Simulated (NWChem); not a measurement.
System: diarsenic (As₂); SMILES [As]#[As]

The following NWChem deck was run.

```
start job
memory heap 200 mb stack 700 mb global 900 mb
geometry units angstroms noautoz
  As     0.000000     0.000000     1.059269
  As     0.000000     0.000000    -1.059269
end
basis spherical
  As library aug-cc-pvdz
end
dft
  xc xtpss03 ctpss03
  iterations 150
  mulliken
end
task dft energy
```

Excerpt of the output:

```
             Northwest Computational Chemistry Package (NWChem) 7.3.0
             --------------------------------------------------------

 ORDER OF PRIMARY AXIS IS BEING SET TO 4
 D4H symmetry detected

                             Geometry "geometry" -> ""
                             -------------------------

 Output coordinates in angstroms (scale by  1.889725989 to convert to a.u.)

  No.       Tag          Charge          X              Y              Z
 ---- ---------------- ---------- -------------- -------------- --------------
    1 As                  33.0000     0.00000000     0.00000000     1.05926900
    2 As                  33.0000     0.00000000     0.00000000    -1.05926900

 Effective nuclear repulsion energy (a.u.)     272.0149575607

      Symmetry information
      --------------------

 Group name             D4h
 Group number             28
 Group order              16
 No. of unique centers     1

                                 NWChem DFT Module
                                 -----------------

 Summary of "ao basis" -> "ao basis" (spherical)
 ------------------------------------------------------------------------------
       Tag                 Description            Shells   Functions and Types
 ---------------- ------------------------------  ------  ---------------------
 As                       aug-cc-pvdz               14       36   6s5p3d

      Symmetry analysis of basis
      --------------------------

        a1g        14
        a1u         0
        a2g         0
        a2u        14
        b1g         3
        b1u         3
        b2g         3
        b2u         3
        eg         16
        eu         16

            General Information
            -------------------
          SCF calculation type: DFT
          Wavefunction type:  closed shell.
          No. of atoms     :     2
          No. of electrons :    66
           Alpha electrons :    33
            Beta electrons :    33
          Charge           :     0
          Spin multiplicity:     1
          Use of symmetry is: on ; symmetry adaption is: on
          Maximum number of iterations: 150
          AO basis - number of functions:    72
                     number of shells:    28
          Convergence on energy requested:  1.00D-06
          Convergence on density requested:  1.00D-05
          Convergence on gradient requested:  5.00D-04

              XC Information
              --------------
                  TPSS metaGGA Exchange Functional  1.000
             TPSS03 metaGGA Correlation Functional  1.000

             Grid Information
             ----------------
          Grid used for XC integration:  medium
          Radial quadrature: Mura-Knowles
          Angular quadrature: Lebedev.
          Tag              B.-S. Rad. Rad. Pts. Rad. Cut. Ang. Pts.
          ---              ---------- --------- --------- ---------
          As                  1.15      112          13.0       590
          Grid pruning is: on
          Number of quadrature shells:   112
          Spatial weights used:  Erf1

      Superposition of Atomic Density Guess
      -------------------------------------

 Sum of atomic energies:       -4468.22406603

      Non-variational initial energy
      ------------------------------

 Total energy =   -4468.428299
 1-e energy   =   -6769.965405
 2-e energy   =    2029.522149
 HOMO         =      -0.277007
 LUMO         =      -0.077274

      Symmetry analysis of molecular orbitals - initial
      -------------------------------------------------

 !! scf_movecs_sym_adapt:   12 vectors were symmetry contaminated

  Symmetry fudging

 !! scf_movecs_sym_adapt:    8 vectors were symmetry contaminated

  Numbering of irreducible representations:

     1 a1g         2 a1u         3 a2g         4 a2u         5 b1g
     6 b1u         7 b2g         8 b2u         9 eg         10 eu

  Orbital symmetries:

     1 a2u         2 a1g         3 a2u         4 a1g         5 a2u
     6 a1g         7 eg          8 eg          9 eu         10 eu
    11 a1g        12 a2u        13 a1g        14 a2u        15 eu
    16 eu         17 eg         18 eg         19 a1g        20 eu
    21 eu         22 eg         23 eg         24 b1g        25 b2g
    26 b2u        27 b1u        28 a2u        29 a1g        30 a2u
    31 eu         32 eu         33 a1g        34 eg         35 eg
    36 a2u        37 a1g        38 eu         39 eu         40 a1g
    41 eg         42 eg         43 a2u

     ---------------------------------------------
      Total Density - Mulliken Population Analysis
     ---------------------------------------------

    Atom       Charge   Shell Charges
 -----------   ------   -------------------------------------------------------
    1 As  33    33.00   2.00  2.00  2.02  1.02  0.87  0.04  6.00  6.00  1.43  1.48  0.07  9.96  0.08  0.01
    2 As  33    33.00   2.00  2.00  2.02  1.02  0.87  0.04  6.00  6.00  1.43  1.48  0.07  9.96  0.08  0.01

   convergence    iter        energy       DeltaE   RMS-Dens  Diis-err
 ---------------- ----- ----------------- --------- --------- ---------
 d= 0,ls=0.0,diis     1  -4471.5921554441 -4.74D+03  6.91D-03  2.62D-01
 d= 0,ls=0.0,diis     2  -4471.6155593544 -2.34D-02  1.78D-03  1.92D-02
 d= 0,ls=0.0,diis     3  -4471.6175921053 -2.03D-03  5.55D-04  1.44D-03
 d= 0,ls=0.0,diis     4  -4471.6178751521 -2.83D-04  1.20D-04  1.18D-04
 d= 0,ls=0.0,diis     5  -4471.6178959012 -2.07D-05  1.86D-05  1.53D-06

 !! scf_movecs_sym_adapt:    2 vectors were symmetry contaminated

  Symmetry fudging

 !! scf_movecs_sym_adapt:    2 vectors were symmetry contaminated

 d= 0,ls=0.0,diis     6  -4471.6178961250 -2.24D-07  6.03D-07  5.89D-10

         Total DFT energy =    -4471.617896125042
      One electron energy =    -6769.207218665829
           Coulomb energy =     2191.449449885576
    Exchange-Corr. energy =     -165.875084905460
 Nuclear repulsion energy =      272.014957560672

 Numeric. integr. density =       66.000000005462

                  Occupations of the irreducible representations
                  ----------------------------------------------

                     irrep           alpha         beta
                     --------     --------     --------
                     a1g               8.0          8.0
                     a1u               0.0          0.0
                     a2g               0.0          0.0
                     a2u               7.0          7.0
                     b1g               1.0          1.0
                     b1u               1.0          1.0
                     b2g               1.0          1.0
                     b2u               1.0          1.0
                     eg                6.0          6.0
                     eu                8.0          8.0

                       DFT Final Molecular Orbital Analysis
                       ------------------------------------

 Vector   31  Occ=2.000000D+00  E=-2.545636D-01  Symmetry=a1g
              MO Center=  9.4D-17, -1.2D-16,  1.3D-16, r^2= 3.6D+00
   Bfn.  Coefficient  Atom+Function         Bfn.  Coefficient  Atom+Function
  ----- ------------  ---------------      ----- ------------  ---------------
    15      0.393642  1 As pz                51     -0.393642  2 As pz
    18      0.279159  1 As pz                54     -0.279159  2 As pz
     5      0.192180  1 As s                 41      0.192180  2 As s
     4      0.101391  1 As s                 40      0.101391  2 As s
     6      0.049288  1 As s                 42      0.049288  2 As s

 Vector   32  Occ=2.000000D+00  E=-2.434302D-01  Symmetry=eu
              MO Center=  1.9D-15, -1.7D-15,  8.8D-16, r^2= 2.8D+00
   Bfn.  Coefficient  Atom+Function         Bfn.  Coefficient  Atom+Function
  ----- ------------  ---------------      ----- ------------  ---------------
    13      0.269971  1 As px                49      0.269971  2 As px
    14     -0.234678  1 As py                16      0.235806  1 As px
    50     -0.234678  2 As py                52      0.235806  2 As px
    17     -0.204980  1 As py                53     -0.204980  2 As py
    30      0.032554  1 As d  1              66     -0.032554  2 As d  1

 Vector   33  Occ=2.000000D+00  E=-2.434302D-01  Symmetry=eu
              MO Center=  4.7D-15,  5.4D-15,  3.0D-15, r^2= 2.8D+00
   Bfn.  Coefficient  Atom+Function         Bfn.  Coefficient  Atom+Function
  ----- ------------  ---------------      ----- ------------  ---------------
    14      0.269971  1 As py                50      0.269971  2 As py
    13      0.234678  1 As px                17      0.235806  1 As py
    49      0.234678  2 As px                53      0.235806  2 As py
    16      0.204980  1 As px                52      0.204980  2 As px
    28     -0.032554  1 As d -1              64      0.032554  2 As d -1

 Vector   34  Occ=0.000000D+00  E=-1.269424D-01  Symmetry=eg
              MO Center=  5.0D-16,  5.1D-16, -7.4D-15, r^2= 3.9D+00
   Bfn.  Coefficient  Atom+Function         Bfn.  Coefficient  Atom+Function
  ----- ------------  ---------------      ----- ------------  ---------------
    17      0.358493  1 As py                53     -0.358493  2 As py
    14      0.300303  1 As py                50     -0.300303  2 As py
    16      0.292861  1 As px                52     -0.292861  2 As px
    13      0.245324  1 As px                49     -0.245324  2 As px
    20      0.113886  1 As py                56     -0.113886  2 As py

[...]
```

Level: TPSS/aug-cc-pVDZ. Coordinates come from a B3LYP/6-31G* (spherical d) optimisation.
